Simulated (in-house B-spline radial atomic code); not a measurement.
Tl³⁺. Computed with a B-spline radial atomic code. Model: all-electron spherical atom, spin shells full or empty, radial basis limit, no spin-orbit coupling, Breit or QED, empty-state partial waves extrapolated as (l+1/2)^-4, RPA, G0W0 and static COHSEX of the highest shell as one setting changes (uncorrelated shells keep exact exchange).

Without the two-electron picture change, core correlation of heavy ions comes too large.

Given: element Tl; charge 3; filled core Xe; hamiltonian one-electron scalar X2C; mean-field start PBE0; highest l of empty states 9; nuclear rms radius 5.4759 fm; highest mean-field shell 5d.

Shell: 4f 7 7, 5d 5 5 (electrons up and down).

```json
{"lowest nl shells left uncorrelated": "0", "RPA correlation energy (hartree)": "-6.9555", "G0W0 level (eV)": "-51.984", "G0W0 minus most complete (meV)": "0", "COHSEX level (eV)": "-55.312", "linearised minus solved G0W0 (meV)": "-29.8"}
{"lowest nl shells left uncorrelated": "1", "RPA correlation energy (hartree)": "-6.7125", "G0W0 level (eV)": "-51.984", "G0W0 minus most complete (meV)": "0", "COHSEX level (eV)": "-55.312", "linearised minus solved G0W0 (meV)": "-29.8"}
{"lowest nl shells left uncorrelated": "2", "RPA correlation energy (hartree)": "-6.4978", "G0W0 level (eV)": "-51.983", "G0W0 minus most complete (meV)": "0.8", "COHSEX level (eV)": "-55.311", "linearised minus solved G0W0 (meV)": "-29.8"}
{"lowest nl shells left uncorrelated": "3", "RPA correlation energy (hartree)": "-5.878", "G0W0 level (eV)": "-51.982", "G0W0 minus most complete (meV)": "2.1", "COHSEX level (eV)": "-55.315", "linearised minus solved G0W0 (meV)": "-29.7"}
{"lowest nl shells left uncorrelated": "4", "RPA correlation energy (hartree)": "?", "G0W0 level (eV)": "?", "G0W0 minus most complete (meV)": "?", "COHSEX level (eV)": "?", "linearised minus solved G0W0 (meV)": "?"}
{"lowest nl shells left uncorrelated": "5", "RPA correlation energy (hartree)": "-5.06", "G0W0 level (eV)": "-51.977", "G0W0 minus most complete (meV)": "6.6", "COHSEX level (eV)": "-55.312", "linearised minus solved G0W0 (meV)": "-29.7"}
{"lowest nl shells left uncorrelated": "6", "RPA correlation energy (hartree)": "-4.0366", "G0W0 level (eV)": "-51.966", "G0W0 minus most complete (meV)": "17.6", "COHSEX level (eV)": "-55.285", "linearised minus solved G0W0 (meV)": "-29.5"}
{"lowest nl shells left uncorrelated": "7", "RPA correlation energy (hartree)": "?", "G0W0 level (eV)": "?", "G0W0 minus most complete (meV)": "?", "COHSEX level (eV)": "?", "linearised minus solved G0W0 (meV)": "?"}
{"lowest nl shells left uncorrelated": "8", "RPA correlation energy (hartree)": "-3.2797", "G0W0 level (eV)": "-51.978", "G0W0 minus most complete (meV)": "6", "COHSEX level (eV)": "-55.288", "linearised minus solved G0W0 (meV)": "-29.7"}
{"lowest nl shells left uncorrelated": "9", "RPA correlation energy (hartree)": "-2.3235", "G0W0 level (eV)": "-52.06", "G0W0 minus most complete (meV)": "-76.4", "COHSEX level (eV)": "-55.421", "linearised minus solved G0W0 (meV)": "-30.7"}
{"lowest nl shells left uncorrelated": "10", "RPA correlation energy (hartree)": "-2.1252", "G0W0 level (eV)": "-52.09", "G0W0 minus most complete (meV)": "-105.7", "COHSEX level (eV)": "-55.445", "linearised minus solved G0W0 (meV)": "-31.1"}
{"lowest nl shells left uncorrelated": "11", "RPA correlation energy (hartree)": "-0.86267", "G0W0 level (eV)": "-51.863", "G0W0 minus most complete (meV)": "121", "COHSEX level (eV)": "-54.931", "linearised minus solved G0W0 (meV)": "-28.4"}
{"lowest nl shells left uncorrelated": "12", "RPA correlation energy (hartree)": "-0.48656", "G0W0 level (eV)": "-52.164", "G0W0 minus most complete (meV)": "-179.6", "COHSEX level (eV)": "-55.211", "linearised minus solved G0W0 (meV)": "-34.2"}
```

Q: What follows for lowest nl shells left uncorrelated = 4?

A: RPA correlation energy -5.6779 hartree; G0W0 level -51.981 eV; G0W0 minus most complete 3.1 meV; COHSEX level -55.314 eV; linearised minus solved G0W0 -29.7 meV.

Q: What follows for lowest nl shells left uncorrelated = 7?

A: RPA correlation energy -3.8467 hartree; G0W0 level -51.968 eV; G0W0 minus most complete 15.6 meV; COHSEX level -55.286 eV; linearised minus solved G0W0 -29.6 meV.
